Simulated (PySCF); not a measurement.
Computed shifts of a molecule C5H7F, PySCF with PBE/pcSseg-1, GIAO, gas phase, equivalent atoms averaged, in ppm (number of nuclei): ¹³C: 158.9 (1), 139.2 (1), 96.2 (1), 43.8 (1), 18.4 (1). ¹⁹F: -220.8 (1). ¹H: 6.41 (1), 5.53 (1), 3.04 (1), 2.87 (1), 2.18 (3). References: ¹³C against TMS (σ = 182.0 ppm); ¹⁹F against CFCl3 (σ = 133.6 ppm); ¹H against TMS (σ = 31.49 ppm), references at their B3LYP-D3(BJ)/def2-TZVP geometries, non-relativistic. The structure is a stationary point at B3LYP-D3(BJ)/def2-SVP. The values are those of a single conformer.

Task: Identify the compound among the candidates.
A) C=CCC(=C)F
B) FC1=CCCC1
C) CC1=CC[C@@H]1F
D) C=C/C(C)=C\F

Result: C, CC1=CC[C@@H]1F
